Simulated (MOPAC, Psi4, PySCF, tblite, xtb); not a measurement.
Dimer HCl ··· BF3 (SMILES Cl and FB(F)F) at R = 4.17 Å between the centres of mass, closest contact 3.32 Å (a random orientation, not optimised). Geometry in Å and degrees:

```
F
B 1 1.3157
F 2 1.3154 1 119.95
F 2 1.3156 3 120.00 1 -179.94
Cl 1 3.3155 2 121.04 3 48.18
H 5 1.2820 1 145.13 2 -35.38
```

- GFN2-xTB (tblite)
- SAPT0/jun-cc-pVDZ, frozen core (Psi4)
- PBE/def2-TZVP, counterpoise-corrected (Psi4)
- PBE-D3(BJ)/def2-TZVP, counterpoise-corrected (Psi4)
- HF/aug-cc-pVDZ, counterpoise-corrected (Psi4)
- MP2/aug-cc-pVDZ = Psi4 with DF-MP2/aug-cc-pVDZ, frozen core, counterpoise-corrected
- SCS-MP2/aug-cc-pVDZ = DF-SCS-MP2/aug-cc-pVDZ, frozen core, counterpoise-corrected in Psi4
- AM1, restricted, heats of formation (MOPAC)
- PM3, restricted, heats of formation (MOPAC)
- GFN1-xTB (xtb)
- RKS-B3LYP/6-31G* = restricted B3LYP/6-31G*, spherical d, no counterpoise correction run with PySCF
- RKS-M06-2X/6-31G* = restricted M06-2X/6-31G*, spherical d, no counterpoise correction (PySCF)
- RMP2/6-31G* = restricted MP2 (frozen core)/6-31G*, spherical d, no counterpoise correction (PySCF)
- RKS-LDA (SVWN5)/6-31G* = restricted LDA (SVWN5)/6-31G*, spherical d, no counterpoise correction (PySCF 2.14.0)

Question: What interaction energy does each level give?

Answer: 
```tsv
method	E_int / kcal/mol
RKS-LDA (SVWN5)/6-31G*	-1.18
GFN2-xTB	-0.76
RKS-M06-2X/6-31G*	-0.76
PBE-D3(BJ)/def2-TZVP	-0.56
RMP2/6-31G*	-0.55
RKS-B3LYP/6-31G*	-0.47
MP2/aug-cc-pVDZ	-0.31
PBE/def2-TZVP	-0.18
SCS-MP2/aug-cc-pVDZ	-0.17
SAPT0/jun-cc-pVDZ	-0.15
GFN1-xTB	0.00
HF/aug-cc-pVDZ	0.24
AM1	0.28
PM3	0.36
```
